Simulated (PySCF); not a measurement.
Exercise with solution: chemical shift, span and skew from a shielding tensor

C₃H₅FOSi, SMILES F[SiH2]C1=COC1. Atoms are numbered in the order given.

```xyz
11

F      2.0322    -0.9669    -0.7283
Si     1.4758     0.3572     0.0475
C     -0.3475     0.1817     0.1339
C     -1.2344    -0.7559    -0.2775
O     -2.4039    -0.1853     0.1401
C     -1.5784     0.9191     0.6459
H      1.8969     1.5582    -0.7262
H      2.1104     0.4029     1.3942
H     -1.2275    -1.7207    -0.7912
H     -1.8463     1.8602     0.1416
H     -1.6905     1.0132     1.7369
```
Charge 0, spin multiplicity 1.

Coordinates come from a B3LYP-D3(BJ)/def2-SVP optimisation. The structure was generated by enumeration, and PubChem lists no compound with its InChIKey, so it may never have been made. The values are those of a single conformer.

GIAO shieldings from PBE0/pcSseg-1 (PySCF), non-relativistic, no solvent. The symmetric part of the tensor of F1 has the principal values 393.7, 401.6, 430.0 ppm. The same nucleus in CFCl3 has σ = 167.2 ppm at this level (PySCF, at its B3LYP-D3(BJ)/def2-TZVP geometry).

### Question
Work out the isotropic shielding, the ¹⁹F shift against CFCl3, the span and the skew.

### Answer

σ(iso) = (σ11 + σ22 + σ33)/3 = 408.4 ppm. δ = σ(ref) − σ(iso) = 167.2 − (408.4) = -241.2 ppm.
Span Ω = σ33 − σ11 = 36.3 ppm. Skew κ = 3(σ(iso) − σ22)/Ω = 0.56. Tumbling in solution averages the tensor to δ; in a static solid the shielding alone would spread this spin-1/2 line over Ω.
